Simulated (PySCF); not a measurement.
Ionisation energy of Dy²⁺ by level of theory

Dy²⁺ [Xe] 4f10 [4f5/2^6 4f7/2^4, M_J = 8] → Dy³⁺ [Xe] 4f9 [4f5/2^6 4f7/2^3, M_J = 15/2], as a difference of total energies. Calculation: PySCF 2.14, in x2c-SVPall-2c; the two-component X2C-1e Hamiltonian. Correlated levels: [Ar] 3d10 frozen; the 16 highest virtual spinors dropped. "Screened" scales the spin-orbit matrix elements by Boettger's factors to mimic the two-electron term; Breit and QED terms are absent.

**Question.** Order these methods by the ionisation energy they give, lowest first.
A. GHF (spin-free)
B. GMP2 (screened spin-orbit)
C. GMP2 (spin-free)
D. GHF (screened spin-orbit)

**Answer.** D (18.738 eV), A (18.766 eV), B (22.432 eV), C (22.457 eV).

The spin-free rows relax to the high-spin LS determinant and lack the spin-orbit shift.

Errors of the correlated levels include the incompleteness of this basis and the frozen core.

The labels give the starting determinants; with spin-orbit coupling the two ends relaxed to ⟨J²⟩ = 72.01, ⟨L²⟩ = 42.75, ⟨S²⟩ = 5.90 and ⟨J²⟩ = 63.77, ⟨L²⟩ = 30.66, ⟨S²⟩ = 8.60.

For comparison: 22.89 ± 0.03 eV (semi-empirical (NIST evaluation); NIST Atomic Spectra Database, ionization energies).
